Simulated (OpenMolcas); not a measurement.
A calculation on Pt III.

* Program: OpenMolcas
* Method: XMS-CASPT2, IPEA 0.25 Eh, imaginary shift 0.1 Eh (closed shells correlated: 5s 5p)
* Basis: ANO-RCC-VTZP [8s7p5d3f1g]
* Scalar Hamiltonian: DKH2, point nucleus
* Active space: 8 electrons in 6 orbitals (5d 6s)
* State averaging: 2S+1 = 3 even, 60 roots; 2S+1 = 5 even, 15 roots kept (CI in the orbitals of an earlier block); 2S+1 = 1 even, 55 roots kept (CI in the orbitals of an earlier block)
* Spin-orbit coupling: state interaction with AMFI integrals over the reference wave functions, term energies averaged over their components

**Question.** Which level of the active space comes out lowest?

**Answer.** 5d⁸ ³F₄, with 96 % of that term; it is also the measured ground level.

**Question.** How high does 5d⁷ 6s ⁵F₄ lie?

**Answer.** 26910 cm⁻¹ above the lowest level.

**Question.** How high does 5d⁷ 6s ⁵F₅ lie?

**Answer.** 20970 cm⁻¹ above the lowest level; measured 21837 cm⁻¹ above the ground level, so the calculation is off by -4 %.

**Question.** How high does 5d⁸ ³F₃ lie?

**Answer.** 10350 cm⁻¹ above the lowest level; measured 9752 cm⁻¹ above the ground level, so the calculation is off by +6 %.

**Question.** The level at 5640 cm⁻¹ has J = 2. What is it made of, and what is its g factor?

**Answer.** 44 % 5d⁸ ¹D₂, 39 % 5d⁸ ³P, 16 % 5d⁸ ³F; g = 1.142, against 1.000 from Landé's formula for the pure leading term.

Measured values: NIST levels as listed in McCann et al., Mon. Not. R. Astron. Soc. 538, 537 (2025).

CASPT2 does not keep the components of a term degenerate, so their means are used; among the terms shown or strongly mixed into the levels shown the widest spread is 920 cm-1 (5d⁸ ³F). Terms from blocks run as CI alone lack orbitals of their own. A single d shell beside an s shell can misplace configurations of different d count against each other. Computed and measured levels are paired by configuration, term and J; levels that our copy of the source lacks, or whose pairing is in doubt (as where it misses far off the trend of its configuration), stay unpaired and out of the deviations. Only configurations of the active space appear.
